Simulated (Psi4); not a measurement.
C6H11FO, singlet, at a GFN2-xTB geometry, with bond 4-3 at 1.6 times its length. Base run: HF/STO-3G (Psi4 1.11).

Input for Psi4:
```
memory 2 GB

molecule mol {
0 1
C    -1.027461   -0.803713    1.464345
C    -0.743737    0.016398    0.245980
C    -1.591292    0.961721   -0.126468
F    -1.269748    2.200702   -1.867766
C     0.506916   -0.266177   -0.551639
C     0.291489   -1.468102   -1.475133
C     1.722699   -0.503695    0.349362
O     1.876928    0.598945    1.216765
H    -0.311585   -0.556095    2.245958
H    -2.028447   -0.605392    1.837451
H    -0.938904   -1.865224    1.241341
H    -2.512252    1.217745    0.375544
H     0.718077    0.614637   -1.164726
H     0.087729   -2.367931   -0.898809
H     1.177052   -1.641701   -2.081941
H    -0.550361   -1.281617   -2.136516
H     2.611042   -0.621839   -0.287612
H     1.592733   -1.431936    0.924895
H     2.700757    0.504441    1.704619
}

set {
  basis sto-3g
  reference rhf
}

energy('scf')
print_variables()
```

The base run was repeated with changes; each row names its change, and settings that it needs were set with it.

```json
[
 {"change": "base", "ΔE vs base (µEh)": "0.0", "SCF cycles": "9", "basis functions": "51", "outcome": "converged"},
 {"change": "scf_initial_accelerator = ediis", "ΔE vs base (µEh)": "0.0", "SCF cycles": "9", "basis functions": "51", "outcome": "converged"},
 {"change": "df_basis_scf = cc-pvqz-jkfit", "ΔE vs base (µEh)": "781", "SCF cycles": "9", "basis functions": "51", "outcome": "converged"},
 {"change": "puream = true", "ΔE vs base (µEh)": "0.0", "SCF cycles": "9", "basis functions": "51", "outcome": "converged"},
 {"change": "basis_guess = sto-3g", "ΔE vs base (µEh)": "0.0", "SCF cycles": "1", "basis functions": "51", "outcome": "converged"},
 {"change": "diis_max_vecs = 3", "ΔE vs base (µEh)": "0.0", "SCF cycles": "11", "basis functions": "51", "outcome": "converged"},
 {"change": "guess = sap", "ΔE vs base (µEh)": "0.0", "SCF cycles": "12", "basis functions": "51", "outcome": "converged"},
 {"change": "e_convergence = 1e-4", "ΔE vs base (µEh)": "0.0", "SCF cycles": "9", "basis functions": "51", "outcome": "converged"},
 {"change": "guess = core", "ΔE vs base (µEh)": "0.0", "SCF cycles": "17", "basis functions": "51", "outcome": "converged"},
 {"change": "guess = modhuckel", "ΔE vs base (µEh)": "0.0", "SCF cycles": "15", "basis functions": "51", "outcome": "converged"},
 {"change": "scf_type = pk", "ΔE vs base (µEh)": "878", "SCF cycles": "9", "basis functions": "51", "outcome": "converged"},
 {"change": "diis_max_vecs = 15", "ΔE vs base (µEh)": "0.0", "SCF cycles": "9", "basis functions": "51", "outcome": "converged"},
 {"change": "damping_percentage = 50", "ΔE vs base (µEh)": "-", "SCF cycles": "-", "basis functions": "51", "outcome": "not converged"}
]
```
